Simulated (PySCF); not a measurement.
Question: What does the GFN2-xTB structure of `F[Si@H](CCl)O[SiH3]` look like in three dimensions?

Answer: 
```xyz
12
CH6ClFOSi2 angstrom
F      0.9648    2.2444   -0.5387
Si     0.6877    0.9472    0.3698
C      1.8767   -0.3905   -0.2772
Cl     1.4958   -1.9755    0.4510
O     -0.8323    0.5385    0.1057
Si    -2.1969   -0.3424   -0.0910
H      0.8799    1.3185    1.7536
H      1.8039   -0.5216   -1.3563
H      2.9144   -0.1804   -0.0281
H     -1.8379   -1.5571   -0.8171
H     -2.6830   -0.6226    1.2573
H     -3.0719    0.5408   -0.8550
```

Any rigid rotation of these coordinates is as good. Atoms count from 1 in this order. Si6 (oxygen-bound silicon) is distorted tetrahedral (angles from 103.7° to 113.6°). Si2 (fluorine-bound silicon) is distorted tetrahedral (angles from 105.5° to 115.0°). The 2 O–Si bonds span 1.596 Å (Si2–O5, drawn single) to 1.636 Å (O5–Si6, drawn single), a spread of 0.040 Å.

Bonds between heavy atoms (Å): F1–Si2 1.608, Si2–C3 1.903, C3–Cl4 1.785, Si2–O5 1.596, O5–Si6 1.636.

Computed geometry: GFN2-xTB, gas phase.

Point group: C1 (no symmetry element, even within 0.4 Å). No frequency check. One conformer, not necessarily the lowest (F1–Si2–C3–Cl4 -170°, F1–Si2–O5–Si6 147°).
